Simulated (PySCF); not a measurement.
## W²⁸⁺: ionisation energy

W²⁸⁺ [Kr] 4d10 → W²⁹⁺ [Kr] 4d9 [4d3/2^4 4d5/2^5, M_J = 5/2], as a difference of total energies. Calculation: PySCF 2.14, in an even-tempered Gaussian basis (17 s from 2.4 bohr⁻², ratio 2.8; 14 p from 3.1 bohr⁻², ratio 2.8; 10 d from 3.1 bohr⁻², ratio 2.8; 3 f from 16 bohr⁻², ratio 3); the two-component X2C-1e Hamiltonian. Correlated levels: [Ar] 3d10 frozen; the 100 highest virtual spinors dropped. "Screened" scales the spin-orbit matrix elements by Boettger's factors to mimic the two-electron term; Breit and QED terms are absent.

| method | ionisation energy (eV) |
| --- | --- |
| GHF (screened spin-orbit) | 1127.8 |
| GMP2 (screened spin-orbit) | 1128.1 |

Breit and QED terms and the two-electron picture change are absent.

For comparison: 1132.2 ± 1.4 eV (semi-empirical (NIST evaluation); NIST Atomic Spectra Database, ionization energies).
